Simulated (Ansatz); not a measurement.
A set of 12 reactions (hydrogen abstraction), with CCSD(T)/CBS values in kJ/mol:

| reaction | ΔE |
| --- | --- |
| `[NH2][MgH]` + H• → `[NH2][Mg]`• + H₂ | -143.9 |
| `[NH2][InH2]` + `[SiH3]`• → `[NH2][InH]`• + SiH₄ | -82.5 |
| `ICI` + `[SiH3]`• → `I[CH]I`• + SiH₄ | 30.7 |
| `C[N](C)[InH2]` + H• → `[CH2][N](C)[InH2]`• + H₂ | -82.2 |
| `C[O][AlH][Cl]` + H• → `C[O][Al][Cl]`• + H₂ | -83.9 |
| `C[O][AlH][Cl]` + Cl• → `C[O][Al][Cl]`• + HCl | -73.9 |
| `OB(O)S` + `[SiH3]`• → `OB(O)[S]`• + SiH₄ | -10.4 |
| `C[CH2][MgH]` + `[CH3]`• → `C[CH2][Mg]`• + CH₄ | -159.1 |
| `O[SiH](O)S[SiH3]` + H• → `O[SiH](O)S[SiH2]`• + H₂ | -61.4 |
| `[NH2][MgH]` + `[CH3]`• → `[NH2][Mg]`• + CH₄ | -155.5 |
| `C=CC[TeH]` + F• → `C=CC[Te]`• + H–F | -282.1 |
| `[SH][GeH2][Cl]` + Cl• → `[SH][GeH][Cl]`• + HCl | -83.8 |

Calculated with Ansatz (gas phase, PBE0-D4/def2-TZVP geometries, no zero-point term in ΔE). CCSD(T)/CBS is the MP2 limit (def2-TZVPP, def2-QZVPP) plus CCSD(T) − MP2 in def2-TZVPP, frozen cores. This one scheme is used for every species, atoms too. DFT in def2-TZVPP. B3LYP here is the variant with VWN-RPA as its local correlation; programs differ in this. Open shells (•) are unrestricted, without spin–orbit coupling. Spin–orbit coupling would lower the free atoms: a little for Cl, F. def2 core potentials past Kr. Bonds to Ge, I, In, Mg, Te are less sure, by a few kJ/mol each and by 10 to 20 or more in all where they break to atoms, as the def2 sets lack core-valence functions. Scalar relativity is left out up to krypton. One conformer a species, not always the lowest.

Question: Give the mean, mean absolute and largest difference (level minus CCSD(T)/CBS, kJ/mol) for: PBE-D4, r2SCAN-D4, B3LYP-D4, ωB97M-V, B2PLYP, PBE, HF/def2-TZVPP, MP2/def2-TZVPP, SCS-MP2/def2-TZVPP, CCSD/def2-TZVPP, HF/def2-QZVPP, MP2/def2-QZVPP, SCS-MP2/def2-QZVPP, MP2/CBS(def2). (Best estimate.)

Answer: Ansatz gave: 
```
             level   mean  mean absolute  largest
            PBE-D4  -10.8           12.8    -31.3
         r2SCAN-D4   -7.7            9.7    -20.1
          B3LYP-D4   -8.7           10.0    -18.7
           ωB97M-V   -0.4            4.9    -11.4
            B2PLYP   -5.0            5.8    -12.6
               PBE  -10.8           12.5    -31.9
     HF/def2-TZVPP   17.6           25.2     83.7
    MP2/def2-TZVPP   -1.8           12.2    -24.3
SCS-MP2/def2-TZVPP   -0.3            7.5    -16.2
   CCSD/def2-TZVPP    0.5            6.1     12.5
     HF/def2-QZVPP   17.0           24.7     82.4
    MP2/def2-QZVPP   -1.4           12.4     24.8
SCS-MP2/def2-QZVPP    0.2            6.3     11.5
     MP2/CBS(def2)   -0.7           12.6     26.3
```

The largest T1 diagnostic in the set is 0.019, for `[NH2][InH]`• (customary mark 0.045).

CCSD(T)/CBS is a level of theory with its own doubt, and the functionals carry their triple-zeta basis error, so these figures describe this set and don't rank the functionals.
